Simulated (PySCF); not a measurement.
**Atomic charges by several schemes**

Species: C₄HCl₂F₃O.
Cartesian coordinates in Å at the GFN2-xTB level; atoms count from 1:
```
atom  x, y, z in Å
O1     1.389   -1.476    0.383
C2     1.629   -0.316    0.345
Cl3    3.268    0.267    0.632
C4     0.730    0.812    0.081
C5    -0.582    0.695   -0.171
Cl6   -1.561    2.055   -0.467
C7    -1.324   -0.637   -0.218
F8    -2.621   -0.472   -0.491
F9    -0.837   -1.441   -1.165
F10   -1.261   -1.280    0.949
H11    1.176    1.795    0.096
```

Density: PBE0/pcSseg-1 (PySCF); schemes: Mulliken, IAO, Hirshfeld and ESP-fitted. One conformer (not necessarily the lowest) at the GFN2-xTB geometry, without solvent, vibrations or thermal averaging.

Question: For which atoms does the sign change between the 4 schemes (beyond +0.03 e in one, beyond −0.03 e in another)?

Answer: C4. Atomic charges aren't observables, and each scheme defines them in its own way.

Question: At which atom do the 4 schemes differ most?

Answer: At C7: from +0.257 (Hirshfeld) to +0.945 e (Mulliken), 0.688 e apart.

Question: Which atoms carry the lowest charge in the Mulliken, IAO, Hirshfeld and ESP-fitted schemes?

Answer: The schemes don't all agree: Mulliken C5 (-0.331); IAO O1 (-0.333); Hirshfeld O1 (-0.190); ESP-fitted O1 (-0.356).

Question: Give the atomic charges in each scheme.

Answer: In e:

```tsv
atom	environment	Mulliken	IAO	Hirshfeld	ESP-fitted
O1	carbonyl oxygen	-0.282	-0.333	-0.190	-0.356
C2	acyl halide carbon	+0.287	+0.347	+0.168	+0.461
Cl3	chlorine bonded to C	-0.102	-0.071	-0.039	-0.128
C4	alkene CH carbon	+0.040	-0.203	-0.066	-0.148
C5	vinylic C–Cl carbon	-0.331	-0.025	+0.021	-0.110
Cl6	vinyl chlorine	+0.039	+0.073	+0.043	+0.055
C7	CF3 carbon	+0.945	+0.804	+0.257	+0.608
F8	fluorine of a CF3 group	-0.254	-0.269	-0.088	-0.204
F9	fluorine of a CF3 group	-0.249	-0.259	-0.081	-0.156
F10	fluorine of a CF3 group	-0.249	-0.259	-0.081	-0.154
H11	vinylic hydrogen	+0.156	+0.197	+0.057	+0.132
```

Mean size of the charges over all atoms: Mulliken 0.267 e, IAO 0.258 e, ESP-fitted 0.228 e, Hirshfeld 0.099 e. Each set sums to the total charge, 0, to within 0.001 e. The Hirshfeld scheme divides the density at each point in proportion to the densities of the neutral, spherically averaged free atoms.

Question: How many electrons does the Hirshfeld scheme count on C5?

Answer: Z − q = 6 − (+0.021) = 5.979.

Question: How closely do the schemes follow one another over all atoms?

Answer: Correlation coefficient and root-mean-square difference: Hirshfeld with ESP-fitted 0.98, 0.165 e; IAO with Hirshfeld 0.97, 0.211 e; IAO with ESP-fitted 0.96, 0.094 e; Mulliken with IAO 0.93, 0.129 e; Mulliken with ESP-fitted 0.91, 0.152 e; Mulliken with Hirshfeld 0.87, 0.257 e.

Question: Sum the charges by element, for elements with more than one atom.

Answer: 
| element | atoms | Mulliken | IAO | Hirshfeld | ESP-fitted |
| --- | --- | --- | --- | --- | --- |
| C | 4 | +0.941 | +0.921 | +0.380 | +0.811 |
| Cl | 2 | -0.064 | +0.002 | +0.004 | -0.073 |
| F | 3 | -0.751 | -0.787 | -0.250 | -0.513 |
